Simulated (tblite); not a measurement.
Parent: `[CH:1]#[C:2]/[CH:3]=[CH:4]/[SiH:5]([CH3:6])[CH3:7]` with C3–C4–Si5–C6 120°, C6H10Si.

Structures optimised with GFN2-xTB, isolated species. One conformer each, not checked by frequencies here.

```
coordinate of the parent    value
                   C1≡C2  1.202 Å
                   C2–C3  1.409 Å
                   C3=C4  1.336 Å
                  C4–Si5  1.884 Å
                  Si5–C6  1.904 Å
                  Si5–C7  1.904 Å
                C1–C2–C3   179.4°
                C2–C3–C4   123.5°
               C3–C4–Si5   124.7°
               C4–Si5–C6   108.9°
               C4–Si5–C7   108.9°
               C6–Si5–C7   109.6°
```

Problem. How does the shared frame change in `[CH:1]#[C:2]/[CH:3]=[C:4](/[SiH:5]([CH3:6])[CH3:7])[S@@:8]([CH3:9])=[O:10]` with C3–C4–Si5–C6 105°, C3–C4–S8–C9 85°, C7H12OSSi? Atoms pair as C1 = C1, C2 = C2, C3 = C3, C4 = C4, Si5 = Si5, C6 = C6, C7 = C7 (parent first).

Solution. 
```json
{"parent": "C1≡C2", "relative": "C1≡C2", "value in the relative": "1.202 Å", "change": "0.000"}
{"parent": "C2–C3", "relative": "C2–C3", "value in the relative": "1.408 Å", "change": "-0.001"}
{"parent": "C3=C4", "relative": "C3=C4", "value in the relative": "1.334 Å", "change": "-0.002"}
{"parent": "C4–Si5", "relative": "C4–Si5", "value in the relative": "1.895 Å", "change": "+0.011"}
{"parent": "Si5–C6", "relative": "Si5–C6", "value in the relative": "1.897 Å", "change": "-0.007"}
{"parent": "Si5–C7", "relative": "Si5–C7", "value in the relative": "1.903 Å", "change": "-0.001"}
{"parent": "C1–C2–C3", "relative": "C1–C2–C3", "value in the relative": "179.6°", "change": "+0.2"}
{"parent": "C2–C3–C4", "relative": "C2–C3–C4", "value in the relative": "123.5°", "change": "0.0"}
{"parent": "C3–C4–Si5", "relative": "C3–C4–Si5", "value in the relative": "128.6°", "change": "+3.9"}
{"parent": "C4–Si5–C6", "relative": "C4–Si5–C6", "value in the relative": "109.0°", "change": "+0.1"}
{"parent": "C4–Si5–C7", "relative": "C4–Si5–C7", "value in the relative": "106.7°", "change": "-2.2"}
{"parent": "C6–Si5–C7", "relative": "C6–Si5–C7", "value in the relative": "109.9°", "change": "+0.3"}
```

Of the parent's bonds, C4–Si5 changes most (+0.011 Å). Bonds of the relative outside the shared frame: C4–S8 1.805, S8–C9 1.850, S8=O10 1.469 Å. Point group Cs → C1.

These are computed values.
